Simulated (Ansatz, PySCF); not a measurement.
Gas-phase reaction (SMILES): C#CC(F)(F)F [3,3,3-trifluoroprop-1-yne] + 7 [H][H] (H2) -> 3 C (CH4) + 3 F (HF); energy of full hydrogenation.

Structures are relaxed separately at B3LYP-D3(BJ)/def2-TZVP in Ansatz (a program for electronic structure). Cores are frozen in the correlated levels unless marked. No spin-orbit coupling. No relativistic terms. CBS marks a two-point X^-3 extrapolation of the correlation energy; Hartree-Fock from the larger set. Thermal terms are rigid-rotor harmonic-oscillator values from B3LYP-D3(BJ) frequencies (Ansatz or PySCF) at 298.15 K and 1 atm. 1 Eh = 627.5095 kcal/mol.

```csv
species,"E, CCSD(T)/CBS(cc-pVTZ,cc-pVQZ) (Ansatz) (Eh)","E, PBE0-D4/def2-TZVPD (Ansatz + dftd4) (Eh)",H - E (Eh)
C#CC(F)(F)F,-414.04010,-414.13443,0.03945
[H][H] (H2),-1.17450,-1.16831,0.01336
C (CH4),-40.45816,-40.47492,0.04840
F (HF),-100.39146,-100.39487,0.01259
```

Q: Work out ΔE and ΔH at 298.15 K at the first level, then ΔH at the second.

A: 
1. ΔE = [3×(-40.45816) + 3×(-100.39146)] - [(-414.04010) + 7×(-1.17450)] = -0.28726 Eh = -180.3 kcal/mol at CCSD(T)/CBS(cc-pVTZ,cc-pVQZ).
2. The terms H - E add up to 0.05000 Eh, so ΔH = (-0.28726 + (0.05000))×627.5095 = -148.9 kcal/mol.
3. At PBE0-D4/def2-TZVPD the same steps give ΔE = -186.2 and ΔH = -154.9 kcal/mol, a shift of -6.0 from the first level.
4. These values are not checked against measurement here, since the tables used lack a sound gas-phase enthalpy of formation for at least one species.
